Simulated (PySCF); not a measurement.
Simulated C 1s region for `CC[CH2][GeH2][SiH3]`, binding energy against the vacuum level.

Every computed line was given a Gaussian of 1.0 eV full width at half maximum and an area set by the number of equivalent atoms; the highest printed point is 100. Computed, not measured: PySCF, delta-SCF UKS SCAN, pcX-2 on the ionised atom, pcseg-1 elsewhere, spin-free X2C.

| binding energy (eV) | intensity |
| --- | --- |
| 288.6 | 0 |
| 288.7 | 0 |
| 288.8 | 0 |
| 288.9 | 1 |
| 289.0 | 2 |
| 289.1 | 3 |
| 289.2 | 5 |
| 289.3 | 8 |
| 289.4 | 12 |
| 289.5 | 18 |
| 289.6 | 26 |
| 289.7 | 35 |
| 289.8 | 46 |
| 289.9 | 57 |
| 290.0 | 69 |
| 290.1 | 80 |
| 290.2 | 90 |
| 290.3 | 96 |
| 290.4 | 100 |
| 290.5 | 100 |
| 290.6 | 95 |
| 290.7 | 87 |
| 290.8 | 76 |
| 290.9 | 64 |
| 291.0 | 51 |
| 291.1 | 38 |
| 291.2 | 28 |
| 291.3 | 19 |
| 291.4 | 12 |
| 291.5 | 8 |
| 291.6 | 4 |
| 291.7 | 2 |
| 291.8 | 1 |
| 291.9 | 1 |
| 292.0 | 0 |
| 292.1 | 0 |

**Question.** How many maxima does the curve show, and how many computed lines lie under it?

**Answer.** The curve has 1 maximum (at 290.4 eV). Under it lie 3 lines from 3 inequivalent carbon sites. At this width some lines have no maximum of their own.

**Question.** Decompose the envelope and assign each component. Numbering: `[CH3:1][CH2:2][CH2:3][GeH2:4][SiH3:5]`.

**Answer.** 
```
position (eV)  relative area  line  atoms                    environment
       290.08              1  C 1s     C3  sp3 carbon bound to germanium
       290.53              1  C 1s     C1                  methyl carbon
       290.62              1  C 1s     C2               chain CH2 carbon
```

**Question.** What are the centre and the root-mean-square width of the whole band?

**Answer.** The area-weighted mean of the lines is 290.41 eV. Their own spread about it is 0.24 eV (rms) and each Gaussian has σ = 1.0/2.355 = 0.42 eV; the variances add, which gives 0.49 eV.

Lowest listed C 1s: C3, bonded to C, 2 H and Ge. Highest, 0.54 eV above it: C2, bonded to 2 C and 2 H. Summing the Pauling electronegativity differences to the bonded atoms, each weighted by its formal bond order, gives -1.24 for the lowest site and -0.70 for the highest; no listed site has a larger sum than the highest.

No satellites, vibrations or lifetime broadening are included. Geometry: PBE0-D3(BJ)/def2-SVP, one conformer, isolated molecule.

Time: 66 s. Hardware: Arm Neoverse V1, one thread, no GPU (shared host).

The values belong to the conformer `[CH3:1][CH2:2][CH2:3][GeH2:4][SiH3:5]`: C1–C2–C3–Ge4 -179°, C2–C3–Ge4–Si5 54°.
